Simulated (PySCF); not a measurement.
The dipole of `N([SiH2]P([SiH2]C)[SiH2]C#C)=C` from its density and from atomic charges.

Coordinates (GFN2-xTB, Å) and charges (e) from the PBE0/pcSseg-1 density (PySCF):

| atom | x | y | z | Mulliken | IAO | Hirshfeld | ESP-fitted |
| --- | --- | --- | --- | --- | --- | --- | --- |
| C1 | 0.600 | 4.086 | 1.822 | -0.1904 | -0.1838 | -0.0799 | -0.3107 |
| C2 | 1.154 | 3.116 | 1.377 | -0.1750 | -0.3208 | -0.1560 | -0.1637 |
| Si3 | 1.938 | 1.616 | 0.633 | +0.5187 | +0.5973 | +0.2955 | +0.4004 |
| P4 | 0.421 | 0.702 | -0.725 | -0.5608 | -0.3454 | -0.1202 | -0.4681 |
| Si5 | 1.461 | -1.203 | -1.257 | +0.4691 | +0.5905 | +0.2875 | +0.5780 |
| C6 | 0.249 | -2.325 | -2.185 | -0.6222 | -0.7051 | -0.2124 | -0.5604 |
| Si7 | -1.041 | 0.020 | 0.819 | +0.6081 | +0.7139 | +0.3053 | +0.6767 |
| N8 | -2.092 | -1.023 | -0.052 | -0.5729 | -0.5199 | -0.2157 | -0.4932 |
| C9 | -3.241 | -0.903 | -0.526 | +0.0728 | -0.0698 | +0.0367 | +0.1812 |
| H10 | 0.124 | 4.939 | 2.216 | +0.0648 | +0.2036 | +0.0991 | +0.2923 |
| H11 | 3.087 | 2.019 | -0.183 | -0.0343 | -0.0940 | -0.0648 | -0.0436 |
| H12 | 2.355 | 0.732 | 1.732 | -0.0321 | -0.1121 | -0.0704 | -0.0887 |
| H13 | 2.595 | -0.808 | -2.104 | -0.0487 | -0.1125 | -0.0807 | -0.1266 |
| H14 | 1.998 | -1.893 | -0.073 | -0.0478 | -0.1246 | -0.0815 | -0.1410 |
| H15 | 0.707 | -3.278 | -2.431 | +0.1411 | +0.1572 | +0.0439 | +0.1384 |
| H16 | -0.634 | -2.512 | -1.580 | +0.1740 | +0.1706 | +0.0327 | +0.1318 |
| H17 | -0.077 | -1.860 | -3.111 | +0.1430 | +0.1580 | +0.0418 | +0.1578 |
| H18 | -0.487 | -0.889 | 1.824 | -0.0617 | -0.1270 | -0.0794 | -0.1434 |
| H19 | -1.585 | 1.228 | 1.446 | -0.0645 | -0.1315 | -0.0821 | -0.1219 |
| H20 | -3.657 | -1.715 | -1.119 | +0.1165 | +0.1423 | +0.0521 | +0.0553 |
| H21 | -3.886 | -0.033 | -0.390 | +0.1021 | +0.1130 | +0.0485 | +0.0492 |

Compute μ = Σ q r for each scheme (1 e·Å = 4.803 D) and compare with the dipole of the full density.

The full density gives (-1.90, -0.16, 0.06) D, 1.91 D in size; dipole vectors point from the negative to the positive end.

| scheme | μx | μy | μz | size (D) | share of the full size (%) | angle to the full dipole (°) |
| --- | --- | --- | --- | --- | --- | --- |
| Mulliken | 0.99 | -2.40 | 0.81 | 2.72 | 142 | 106 |
| IAO | 0.10 | 0.17 | 0.24 | 0.31 | 16 | 110 |
| Hirshfeld | -1.22 | 0.11 | -0.41 | 1.29 | 67 | 23 |
| ESP-fitted | -1.91 | -0.18 | 0.04 | 1.92 | 100 | 1 |

Which set comes closest?

Length of the difference vector: ESP-fitted 0.03 D, Hirshfeld 0.88 D, IAO 2.04 D, Mulliken 3.73 D. Closest: ESP-fitted. 

What is left for the Hirshfeld atoms' own dipoles?

The Hirshfeld atoms' densities add up to the full density, so μ = Σ q r + Σ (atomic dipoles). The atomic dipoles sum to (-1.90, -0.16, 0.06) − (-1.22, 0.11, -0.41) = (-0.68, -0.27, 0.47) D, 0.88 D in size.

With the origin at the mean of the coordinates, (0.000, 0.001, -0.184) Å, which are the largest single terms, by size, of the Hirshfeld dipole along the direction of the full one?

Si3 -2.90, N8 -2.25, Si5 -1.91, Si7 +1.56, C2 +1.03 D; all 21 atoms together +1.19 D. The single terms depend on the origin, their sum doesn't.

Give the size of the full dipole in other units.

1.91 D = 0.752 au = 0.398 e·Å = 6.37 × 10⁻³⁰ C·m.

Isolated species at its GFN2-xTB geometry (one conformer only).

Shape of the structure used: `[CH:1]#[C:2][SiH2:3][P:4]([SiH2:5][CH3:6])[SiH2:7][N:8]=[CH2:9]`: C2–Si3–P4–Si5 -172°, Si3–P4–Si5–C6 170°, Si3–P4–Si7–N8 -167°, P4–Si7–N8–C9 -102°.
